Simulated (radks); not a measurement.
The rhenium ion Re62+, 13 electrons, occupied as [Ne] 3s2 3p1 (the NIST ground configuration).

All-electron calculation, non-relativistic Kohn-Sham, PBE, spin-polarised, spherical densities, point nucleus; open shells are filled with parallel spins first (spin-orbit coupling, left out, can overturn this in heavy ions); relativity is left out, which matters for an element this heavy. Program: a radial shooting solver on a logarithmic mesh with Libxc functionals.

Energy parts (hartree):
part                       energy
total                 -11340.6987
kinetic                11340.1480
electron-nucleus      -23501.8260
Hartree                  958.8430
exchange-correlation    -137.8637

Orbitals (lengths in bohr, moments of r in powers of bohr; r(90%) holds 90 % of the orbital's charge):
orbital  occ.  eigenvalue (hartree)  r(90%)  <1/r>      <r>
1s up       1             -2596.717  0.0359  74.48  0.02019
1s down     1             -2596.581  0.0359  74.48  0.02019
2s up       1             -574.6658   0.128  17.75  0.08402
2s down     1             -574.5478   0.128  17.75  0.08400
2p up       3             -560.9734   0.114  17.73  0.07097
2p down     3             -560.8183   0.114  17.73  0.07097
3s up       1             -240.0652   0.284  7.535   0.1966
3s down     1             -239.5173   0.284  7.530   0.1967
3p up       1             -235.0103   0.273  7.490   0.1852
3p down     0             -234.4595   0.273  7.489   0.1853

The highest occupied level is 3p up at -6395.0 eV. For comparison, the ionisation energy in NIST's Atomic Spectra Database is 6952 eV (theoretical). In exact Kohn-Sham theory the highest level is minus the ionisation energy, but local and semilocal functionals leave it too shallow, through self-interaction and a potential that decays too fast; potentials with the right tail come closer. The density falls to 0.001 e/bohr^3 at r = 0.55 bohr. The spin density at the nucleus is -5.296 e/bohr^3 (1s -9.099, 2s -2.201, 3s 6.004). Virial ratio -V/T = 2.00005. The electron density at the nucleus is 3.031e+05 e/bohr^3. Spin moment in Bohr magnetons: 1.
